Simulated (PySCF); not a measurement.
BH5Si, SMILES B[SiH3]. Atoms are numbered in the order given.

```xyz
7

B      1.4379    -0.0212     0.0000
H      2.0563     0.0024     1.0181
H      2.0563     0.0024    -1.0181
Si    -0.5718    -0.0050     0.0000
H     -0.9587     1.4351     0.0000
H     -1.1693    -0.6321    -1.2049
H     -1.1693    -0.6321     1.2049
```
Charge 0, spin multiplicity 1.

Geometry: B3LYP-D3(BJ)/def2-TZVP.

Calculation: B3LYP-D3(BJ)/def2-TZVP (PySCF 2.14.0).

Frequencies are harmonic and unscaled.

Computed vibrational spectrum:
```
mode  ν (cm⁻¹)  IR (km/mol)  Raman (Å⁴/amu)  depolarisation  moving atoms (share of kinetic energy)
----  --------  -----------  --------------  --------------  --------------------------------------
1           82          0.1             3.9            0.75                                 H 100 %
2          403         29.5             3.0            0.68                                  H 90 %
3          445         12.0             1.8            0.75                                  H 97 %
4          635          2.9            17.0            0.18                 B 56 %, Si 24 %, H 20 %
5          755         19.5             1.9            0.75                  H 74 %, B 17 %, Si 8 %
6          895        130.1             5.1            0.72                          H 88 %, Si 9 %
7          929         48.8             3.4            0.73                          H 77 %, B 18 %
8          934         35.6            17.5            0.75                                  H 98 %
9          974         57.0             9.9            0.72                                  H 92 %
10        1186         30.3             2.6            0.02                          H 87 %, B 13 %
11        2177         67.0           181.4            0.20                                  H 97 %
12        2214         72.5           198.1            0.09                                  H 98 %
13        2217        111.1            93.3            0.75                                  H 96 %
14        2589         82.4           165.4            0.08                                  H 95 %
15        2670         90.4            78.3            0.75                          H 88 %, B 12 %
```
